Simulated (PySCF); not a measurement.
**Radial density of Si⁺ (silicon, charge +1)**

B3LYP, [Ne] 3s2 3p1, 2P determinant. Computed with PySCF 2.14 in 6-31G* (4s3p1d, 18 functions), with no relativity, point nucleus.

| r (bohr) | 4πr²ρ (e/bohr) | 4πr²(ρα − ρβ) |
| --- | --- | --- |
| 0.00212 | 0.09232 | 0.0000 |
| 0.00357 | 0.2547 | 0.0000 |
| 0.00600 | 0.6782 | 0.0000 |
| 0.0101 | 1.702 | 0.0000 |
| 0.0170 | 3.985 | 0.0001 |
| 0.0286 | 8.154 | 0.0004 |
| 0.0480 | 13.51 | 0.0016 |
| 0.0808 | 15.75 | 0.0070 |
| 0.136 | 11.74 | 0.0266 |
| 0.229 | 10.03 | 0.0663 |
| 0.385 | 14.28 | 0.0747 |
| 0.647 | 9.278 | 0.0054 |
| 1.09 | 2.125 | 0.1229 |
| 1.83 | 1.652 | 0.4608 |
| 3.08 | 0.6049 | 0.2577 |
| 5.18 | 0.03079 | 0.0206 |
| 8.71 | 7.078e-05 | 0.0001 |
